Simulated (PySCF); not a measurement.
PySCF input for H2OSeTe, SMILES O[Te][SeH], TDA-CAM-B3LYP/def2-SVPD. Geometry optimised at B3LYP-D3(BJ)/def2-SVP. The def2 effective core potentials stand for the cores of Te; spin–orbit coupling is left out. The values are those of a single conformer.

```python
import numpy as np
from pyscf import gto, scf, dft, tdscf

mol = gto.M(
    atom='''
    Te    0.88202809   -0.18991695    0.09319066
    O     0.43291276   -1.99576594    0.86541473
    H     0.26399773   -2.58833413    0.11647519
    Se   -1.41011128    0.79643885   -0.37821791
    H    -1.64897650    1.35122239    0.97370168
    ''',
    basis='def2-SVPD',
    ecp={'Te': 'def2-svp'},
    charge=0,
    spin=0,
    max_memory=1600,
    verbose=4,
)
mf = dft.RKS(mol, xc='cam-b3lyp').density_fit(auxbasis='def2-universal-jkfit')
mf.grids.level = 3
mf.conv_tol = 1e-9
mf.max_cycle = 100
mf.kernel()
mf.grids = dft.Grids(mol).set(level=1).build(with_non0tab=True)  # coarser grid for the response kernel
td = tdscf.TDA(mf)
td.singlet = True
td.nstates = 10
td.conv_tol = 1e-4
td.kernel(x0=td.get_init_guess(mf, 15))
td.analyze()
tt = tdscf.TDA(mf)
tt.singlet = False
tt.nstates = 4
tt.conv_tol = 1e-4
tt.kernel(x0=tt.get_init_guess(mf, 9))
tt.analyze(verbose=3)
```

Program output:

```
PySCF version 2.14.0

[INPUT] verbose = 4
[INPUT] num. atoms = 5
[INPUT] num. electrons = 68
[INPUT] charge = 0
[INPUT] spin (= nelec alpha-beta = 2S) = 0
[INPUT] symmetry False subgroup None
[INPUT] Mole.unit = angstrom
[INPUT] Symbol           X                Y                Z      unit          X                Y                Z       unit  Magmom
[INPUT]  1 Te     0.882028090000  -0.189916950000   0.093190660000 AA    1.666791524273  -0.358891021913   0.176104824767 Bohr   0.0
[INPUT]  2 O      0.432912760000  -1.995765940000   0.865414730000 AA    0.818086552230  -3.771451035335   1.635396823864 Bohr   0.0
[INPUT]  3 H      0.263997730000  -2.588334130000   0.116475190000 AA    0.498883407207  -4.891242624564   0.220106209407 Bohr   0.0
[INPUT]  4 Se    -1.410111280000   0.796438850000  -0.378217910000 AA   -2.664724124360   1.505051301464  -0.714728265305 Bohr   0.0
[INPUT]  5 H     -1.648976500000   1.351222390000   0.973701680000 AA   -3.116113970844   2.553440250480   1.840029502229 Bohr   0.0

nuclear repulsion = 292.461659546234
number of shells = 45
number of NR pGTOs = 206
number of NR cGTOs = 115
basis = def2-SVPD
ecp = {'Te': 'def2-svp'}


[settings echo left out]
init E= -2716.69822325939
  HOMO = -0.745823083614702  LUMO = -0.615208540571837  gap/eV = 3.55420
cycle= 1 E= -2742.37033697492  delta_E= -25.7  |g|= 3.22  |ddm|= 9.22
  HOMO = -0.127976505207222  LUMO = -0.113392552294835  gap/eV = 0.39685
cycle= 2 E= -2717.36766032778  delta_E=   25  |g|= 6.07  |ddm|= 12.7
  HOMO = -0.227832040652455  LUMO = -0.176506014713827  gap/eV = 1.39665
cycle= 3 E= -2743.86935508673  delta_E= -26.5  |g|= 2.29  |ddm|= 10.4
  HOMO = -0.257351768180613  LUMO = -0.108835070120279  gap/eV = 4.04135
cycle= 4 E= -2745.59983311461  delta_E= -1.73  |g|= 0.804  |ddm|=  3.3
  HOMO = -0.227347263733037  LUMO = -0.033550927260489  gap/eV = 5.27347
cycle= 5 E= -2745.70755615026  delta_E= -0.108  |g|= 0.327  |ddm|= 1.06
  HOMO = -0.28548149743909  LUMO = -0.0461241404402932  gap/eV = 6.51325
cycle= 6 E= -2745.74668864301  delta_E= -0.0391  |g|= 0.164  |ddm|= 0.445
  HOMO = -0.294856516602375  LUMO = -0.0471650315310284  gap/eV = 6.74003
cycle= 7 E= -2745.75409240483  delta_E= -0.0074  |g|= 0.0502  |ddm|= 0.221
  HOMO = -0.291860081189506  LUMO = -0.0417209848020926  gap/eV = 6.80663
cycle= 8 E= -2745.75452841409  delta_E= -0.000436  |g|= 0.0199  |ddm|= 0.07
  HOMO = -0.290570797932502  LUMO = -0.042073684981262  gap/eV = 6.76195
cycle= 9 E= -2745.75460794638  delta_E= -7.95e-05  |g|= 0.00864  |ddm|= 0.0225
  HOMO = -0.290113168504851  LUMO = -0.0421497730427841  gap/eV = 6.74743
cycle= 10 E= -2745.75463040237  delta_E= -2.25e-05  |g|= 0.00109  |ddm|= 0.0106
  HOMO = -0.290112271985566  LUMO = -0.0421610224163588  gap/eV = 6.74710
cycle= 11 E= -2745.75463157189  delta_E= -1.17e-06  |g|= 0.000376  |ddm|= 0.00376
  HOMO = -0.290115777343012  LUMO = -0.0421308266059394  gap/eV = 6.74801
cycle= 12 E= -2745.7546316891  delta_E= -1.17e-07  |g|= 9.85e-05  |ddm|= 0.0011
  HOMO = -0.290115195974222  LUMO = -0.0421353590907891  gap/eV = 6.74788
cycle= 13 E= -2745.75463170676  delta_E= -1.77e-08  |g|= 2.44e-05  |ddm|= 0.000521
  HOMO = -0.29011268754799  LUMO = -0.0421352610100885  gap/eV = 6.74781
cycle= 14 E= -2745.75463170777  delta_E= -1e-09  |g|= 9.95e-06  |ddm|= 0.000118
  HOMO = -0.290113775739065  LUMO = -0.0421356615057033  gap/eV = 6.74783
cycle= 15 E= -2745.75463170787  delta_E= -1.06e-10  |g|= 4.75e-06  |ddm|= 3.43e-05
  HOMO = -0.290112821720003  LUMO = -0.0421353348496455  gap/eV = 6.74781
Extra cycle  E= -2745.75463170788  delta_E= -9.09e-12  |g|= 6.2e-06  |ddm|= 1.44e-05
converged SCF energy = -2745.75463170788
tot grids = 25488


******** <class 'pyscf.tdscf.rks.TDA'> for <class 'pyscf.df.df_jk.DFRKS'> ********
nstates = 10 singlet
deg_eia_thresh = 1.000e-03
wfnsym = None
conv_tol = 0.0001
eigh lindep = 1e-12
eigh level_shift = 0
eigh max_cycle = 100


Excitation energies (eV)
[3.27343548 3.41181798 4.12516981 4.91756804 5.24837894 5.49494489
 5.74451201 6.22538435 6.42816094 6.67816983]

** Singlet excitation energies and oscillator strengths **
Excited State   1:      3.27344 eV    378.76 nm  f=0.0022
      34 -> 35       -0.49302
      34 -> 36        0.49181
Excited State   2:      3.41182 eV    363.40 nm  f=0.0013
      34 -> 35        0.49361
      34 -> 36        0.49193
Excited State   3:      4.12517 eV    300.56 nm  f=0.0044
      33 -> 35        0.68779
Excited State   4:      4.91757 eV    252.13 nm  f=0.0036
      32 -> 35       -0.30600
      33 -> 36       -0.61986
Excited State   5:      5.24838 eV    236.23 nm  f=0.0118
      31 -> 36        0.14761
      32 -> 35        0.17623
      32 -> 36        0.64749
Excited State   6:      5.49494 eV    225.63 nm  f=0.0340
      33 -> 37       -0.11395
      34 -> 37        0.67071
Excited State   7:      5.74451 eV    215.83 nm  f=0.0235
      33 -> 37        0.64334
      33 -> 38       -0.12067
      33 -> 41       -0.11777
      33 -> 42       -0.13163
      34 -> 37        0.11661
Excited State   8:      6.22538 eV    199.16 nm  f=0.0823
      32 -> 35        0.26575
      32 -> 36       -0.10055
      33 -> 36       -0.12747
      34 -> 38       -0.56518
      34 -> 42       -0.16474
Excited State   9:      6.42816 eV    192.88 nm  f=0.4083
      29 -> 35       -0.10225
      30 -> 35        0.14205
      31 -> 35       -0.12295
      32 -> 35       -0.41602
      32 -> 36        0.14253
      33 -> 36        0.20581
      34 -> 37        0.10991
      34 -> 38       -0.35493
      34 -> 39        0.18577
Excited State  10:      6.67817 eV    185.66 nm  f=0.0172
      34 -> 39       -0.64501
      34 -> 40        0.16081

** Transition electric dipole moments (AU) **
state          X           Y           Z        Dip. S.      Osc.
  1        -0.0813     -0.0789     -0.1230      0.0280      0.0022
  2         0.0107     -0.1235     -0.0101      0.0155      0.0013
  3        -0.1347     -0.1519      0.0431      0.0431      0.0044
  4        -0.0394      0.1648     -0.0394      0.0303      0.0036
  5        -0.2955     -0.0524      0.0415      0.0918      0.0118
  6        -0.0162      0.1547      0.4776      0.2523      0.0340
  7         0.1785      0.3666      0.0270      0.1670      0.0235
  8        -0.3758      0.1652     -0.6094      0.5399      0.0823
  9         1.4483     -0.6924      0.1258      2.5928      0.4083
 10         0.0413     -0.2950     -0.1289      0.1053      0.0172

WARN: ECP detected. Skipping calculation of transition velocity and magnetic dipole moments, which have not yet been implemented.



******** <class 'pyscf.tdscf.rks.TDA'> for <class 'pyscf.df.df_jk.DFRKS'> ********
nstates = 4 triplet
deg_eia_thresh = 1.000e-03
wfnsym = None
conv_tol = 0.0001
eigh lindep = 1e-12
eigh level_shift = 0
eigh max_cycle = 100


Excitation energies (eV)
[2.54562393 2.66141241 3.54682031 4.32283113]

** Triplet excitation energies and oscillator strengths **
Excited State   1:      2.54562 eV    487.05 nm  f=0.0000
Excited State   2:      2.66141 eV    465.86 nm  f=0.0000
Excited State   3:      3.54682 eV    349.56 nm  f=0.0000
Excited State   4:      4.32283 eV    286.81 nm  f=0.0000
```

The run converged.
